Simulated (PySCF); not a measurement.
**Choosing a basis for TDDFT**

Species: C5H8Si.
SMILES: `C(C[SiH3])#CC=C`

TDDFT with PBE0 (PySCF), vertical singlets, core orbitals frozen in the response, spherical d and f functions. Isolated species at its PBE0-D3(BJ)/def2-SVP geometry, gas phase.

```json
{"basis": "6-31G*", "functions": "104", "diffuse": "no", "S1 (eV)": "5.20", "S2 (eV)": "5.42", "S3 (eV)": "6.02", "S4 (eV)": "6.45", "S5 (eV)": "7.23", "LUMO (eV)": "-0.37", "α (au)": "78.5"}
{"basis": "def2-SVP", "functions": "128", "diffuse": "no", "S1 (eV)": "5.17", "S2 (eV)": "5.38", "S3 (eV)": "5.99", "S4 (eV)": "6.63", "S5 (eV)": "7.43", "LUMO (eV)": "-0.65", "α (au)": "84.2"}
{"basis": "6-31+G*", "functions": "128", "diffuse": "yes", "S1 (eV)": "5.12", "S2 (eV)": "5.21", "S3 (eV)": "5.56", "S4 (eV)": "5.79", "S5 (eV)": "6.44", "LUMO (eV)": "-0.77", "α (au)": "90.3"}
{"basis": "def2-SVPD", "functions": "188", "diffuse": "yes", "S1 (eV)": "5.13", "S2 (eV)": "5.26", "S3 (eV)": "5.81", "S4 (eV)": "6.02", "S5 (eV)": "6.77", "LUMO (eV)": "-0.81", "α (au)": "96.4"}
{"basis": "aug-cc-pVDZ", "functions": "214", "diffuse": "yes", "S1 (eV)": "5.08", "S2 (eV)": "5.17", "S3 (eV)": "5.47", "S4 (eV)": "5.71", "S5 (eV)": "6.17", "LUMO (eV)": "-0.84", "α (au)": "98.8"}
{"basis": "def2-TZVP", "functions": "240", "diffuse": "no", "S1 (eV)": "5.11", "S2 (eV)": "5.24", "S3 (eV)": "5.85", "S4 (eV)": "6.16", "S5 (eV)": "6.97", "LUMO (eV)": "-0.79", "α (au)": "93.4"}
{"basis": "def2-TZVPD", "functions": "300", "diffuse": "yes", "S1 (eV)": "5.09", "S2 (eV)": "5.19", "S3 (eV)": "5.62", "S4 (eV)": "5.82", "S5 (eV)": "6.45", "LUMO (eV)": "-0.84", "α (au)": "98.3"}
```

Task: Compare the sets with the largest diffuse one.

Result: States are compared by their number. Against the largest diffuse basis here (def2-TZVPD, itself not a converged limit), sets without diffuse functions differ by up to 0.11 eV in S1 and 0.97 eV in S5; the smaller diffuse sets differ by up to 0.04 and 0.32 eV. State by state, the largest deviation of a set without diffuse functions is S1 0.11, S2 0.22, S3 0.40, S4 0.81, S5 0.97 eV. The same number needn't mean the same state in each row. Against def2-TZVPD the polarisability deviates by -20% in 6-31G*, -14% in def2-SVP, -8% in 6-31+G*, -2% in def2-SVPD, +1% in aug-cc-pVDZ, -5% in def2-TZVP. A single + in a Pople set puts diffuse functions on heavy atoms only.
